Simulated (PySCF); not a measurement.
Ga2 (SMILES [Ga][Ga]), triplet, geometry from GFN2-xTB (such geometries of metal compounds can be far from the true shape); DF-B3LYP/def2-SVP (PySCF).

The PySCF input:
```python
from pyscf import gto, scf, dft

mol = gto.M(
    atom='''
Ga   -0.000000   -0.000000   -1.361419
Ga    0.000000    0.000000    1.361419
''',
    basis='def2-svp',
    charge=0,
    spin=2,
    verbose=5,
)

mf = dft.UKS(mol)
mf.xc = 'b3lyp'
mf = mf.density_fit(auxbasis='def2-universal-jkfit')
mf.kernel()
mf.analyze()
```

What the program printed (banner, timings and long lists left out):

```
PySCF version 2.14.0

[INPUT] verbose = 5
[INPUT] max_memory = 4000
[INPUT] num. atoms = 2
[INPUT] num. electrons = 62
[INPUT] charge = 0
[INPUT] spin (= nelec alpha-beta = 2S) = 2
[INPUT] symmetry False subgroup None
[INPUT] Mole.unit = angstrom
[INPUT] Symbol           X                Y                Z      unit          X                Y                Z       unit  Magmom
[...]
[INPUT] ---------------- BASIS SET ----------------
[INPUT] l, kappa, [nprim/nctr], expnt,             c_1 c_2 ...
[INPUT] Ga
[...]
                                13189.496402      0.010938894097
                                3000.9482141      0.054308200127
                                847.38425966      0.18951055983
                                276.00980642      0.38615185918
                                95.216672071      0.30051082719
[...]
                                21.827051433      0.64831322918
                                9.0026963761      0.44358383594
[...]
                                2.6707724878      0.72946861516
                                1.125283417       0.46214976951
[...]
                                275.38062789      0.068456273343
                                87.37507307       0.26922293888
                                31.59725467       0.53507897882
                                11.824122798      0.3527906276
[...]
                                2.519985324       0.56871947608
                                1.0169726306      0.27717694939
[...]
                                18.504656747      0.15099463976
                                6.3179620632      0.37485328545
                                2.1641389426      0.47510606851
[...]
nuclear repulsion = 186.768107281491
number of shells = 24
number of NR pGTOs = 148
number of NR cGTOs = 64
basis = def2-svp
ecp = {}

******** <class 'pyscf.df.df_jk.DFUKS'> ********
method = DFUKS
initial guess = minao
damping factor = 0
level_shift factor = 0
DIIS = <class 'pyscf.scf.diis.CDIIS'>
diis_start_cycle = 1
diis_space = 8
diis_damp = 0
SCF conv_tol = 1e-09
SCF conv_tol_grad = None
SCF max_cycles = 50
direct_scf = False
number electrons alpha = 32  beta = 30
XC library pyscf.dft.libxc version 7.1.2
    S. Lehtola, C. Steigemann, M. J. T. Oliveira, and M. A. L. Marques,  SoftwareX 7, 1–5 (2018)
XC functionals = b3lyp
    P. J. Stephens, F. J. Devlin, C. F. Chabalowski, and M. J. Frisch,  J. Phys. Chem. 98, 11623 (1994)
radial grids:
[...]
converged SCF energy = -3849.27654469235  <S^2> = 2.003436  2S+1 = 3.0022898
Total Energy =                       -3849.276544692354946
[...]
spin_pop of  0 Ga 3py       0.00002
spin_pop of  0 Ga 3pz       0.00002
spin_pop of  0 Ga 4px       0.01165
spin_pop of  0 Ga 4py       0.48559
spin_pop of  0 Ga 4pz       0.46658
spin_pop of  0 Ga 5px       0.00002
spin_pop of  0 Ga 5py       0.00078
spin_pop of  0 Ga 5pz       0.00041
spin_pop of  0 Ga 3dxy     -0.00011
spin_pop of  0 Ga 3dyz     -0.00020
spin_pop of  0 Ga 3dz^2    -0.00016
spin_pop of  0 Ga 3dxz     -0.00014
spin_pop of  0 Ga 3dx2-y2   -0.00010
spin_pop of  0 Ga 4dxy      0.00006
spin_pop of  0 Ga 4dyz      0.00098
spin_pop of  0 Ga 4dz^2     0.00085
spin_pop of  0 Ga 4dxz      0.00011
spin_pop of  0 Ga 4dx2-y2   -0.00004
spin_pop of  0 Ga 5dxy      0.00003
spin_pop of  0 Ga 5dyz      0.00110
spin_pop of  0 Ga 5dz^2     0.00095
spin_pop of  0 Ga 5dxz      0.00008
spin_pop of  0 Ga 5dx2-y2   -0.00003
spin_pop of  1 Ga 1s        0.00000
spin_pop of  1 Ga 2s        0.00000
spin_pop of  1 Ga 3s        0.00008
spin_pop of  1 Ga 4s        0.02654
spin_pop of  1 Ga 5s        0.00491
spin_pop of  1 Ga 2px       0.00000
spin_pop of  1 Ga 2py       0.00000
spin_pop of  1 Ga 2pz       0.00000
spin_pop of  1 Ga 3px      -0.00000
spin_pop of  1 Ga 3py       0.00002
spin_pop of  1 Ga 3pz       0.00002
spin_pop of  1 Ga 4px       0.01165
spin_pop of  1 Ga 4py       0.48559
spin_pop of  1 Ga 4pz       0.46658
spin_pop of  1 Ga 5px       0.00002
spin_pop of  1 Ga 5py       0.00078
spin_pop of  1 Ga 5pz       0.00041
spin_pop of  1 Ga 3dxy     -0.00011
spin_pop of  1 Ga 3dyz     -0.00020
spin_pop of  1 Ga 3dz^2    -0.00016
spin_pop of  1 Ga 3dxz     -0.00014
spin_pop of  1 Ga 3dx2-y2   -0.00010
spin_pop of  1 Ga 4dxy      0.00006
spin_pop of  1 Ga 4dyz      0.00098
spin_pop of  1 Ga 4dz^2     0.00085
spin_pop of  1 Ga 4dxz      0.00011
spin_pop of  1 Ga 4dx2-y2   -0.00004
spin_pop of  1 Ga 5dxy      0.00003
spin_pop of  1 Ga 5dyz      0.00110
spin_pop of  1 Ga 5dz^2     0.00095
spin_pop of  1 Ga 5dxz      0.00008
spin_pop of  1 Ga 5dx2-y2   -0.00003
 ** Mulliken Spin Density (per atom)  **
spin density of  0 Ga =      1.00000
spin density of  1 Ga =      1.00000
 ** Mulliken pop alpha/beta on meta-lowdin orthogonal AOs **
 ** Mulliken pop       alpha | beta **
In total            32.00000 | 30.00000
 ** Mulliken atomic charges   ( Nelec_alpha | Nelec_beta ) **
charge of  0Ga =     -0.00000  (    16.00000     15.00000 )
charge of  1Ga =      0.00000  (    16.00000     15.00000 )
Dipole moment(X, Y, Z, Debye):  0.00000, -0.00000,  0.00000
```
